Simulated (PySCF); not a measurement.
## Electron correlation in Nb⁺ (niobium, charge +1)

[Kr] 4d4, high-spin 5D determinant. Computed with PySCF 2.14 in x2c-TZVPPall (8s6p6d2f1g, 79 functions), with scalar relativity by spin-free X2C-1e. Frozen: [Ar] 3d10; 12 electrons correlated.

MP2 pair energies summed by pair of shells (mhartree):

```
 pair   energy  share (%)
4p-4d  -112.28       39.8
4p-4p   -86.65       30.7
4d-4d   -34.70       12.3
4s-4p   -29.93       10.6
4s-4d   -13.58        4.8
4s-4s    -5.29        1.9
```

Total MP2 correlation energy: -282.42 mhartree.

Same-spin part -98.79 and opposite-spin part -183.63 mhartree; SCS-MP2 scales them by 1/3 and 6/5 to -253.29 mhartree.

This basis was not built for core-valence correlation, so the inner-shell part is incomplete.
